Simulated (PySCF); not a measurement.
## Computed properties of BiBr2, SMILES [Br][Bi+][Br]

BiBr2, SMILES [Br][Bi+][Br] (connectivity only; charge and spin as stated), charge +1, multiplicity 1. The structure is a stationary point at B3LYP-D3(BJ)/def2-SVP. The spin state was assumed, not searched. The isomer is the one that the SMILES or the coordinates give; other isomers of the formula were not compared. The def2 effective core potentials stand for the cores of Bi; spin–orbit coupling is left out. Other conformers were not sampled. All values are computed for the isolated molecule unless a solvent is named; none is compared with measurement here.

**Structure.** The optimised structure has C2v symmetry. All 3 harmonic modes at B3LYP-D3(BJ)/def2-SVP (PySCF) are real, so it is a minimum. With heavy atoms numbered as in [Bi+:1]([Br:2])[Br:3], the shortest bond between them is Bi1–Br2 at 2.546 Å and the longest Bi1–Br3 at 2.546 Å.

**Vibrations.** The strongest infrared lines (harmonic, unscaled, degenerate partners summed) lie at 250 cm⁻¹ (27 km/mol, Br 69 %, Bi 31 %), 251 cm⁻¹ (6 km/mol, Br 76 %, Bi 24 %), 75 cm⁻¹ (1 km/mol, Br 81 %, Bi 19 %). The softest mode is at 75 cm⁻¹ and the zero-point energy is 0.8 kcal/mol.

**Electronic structure.** B3LYP/def2-TZVPD (PySCF) places the frontier levels at -13.35 and -10.06 eV, a gap of 3.29 eV and a mean polarisability of 82.3 bohr³.

**Excitations.** TDDFT-B3LYP/def2-SVPD (PySCF) has S1 at 2.23 eV (556 nm, f = 0.000, dark); the most intense of the 10 singlets computed lies at 3.05 eV (f = 0.04). T1 (TDA) is at 2.06 eV.
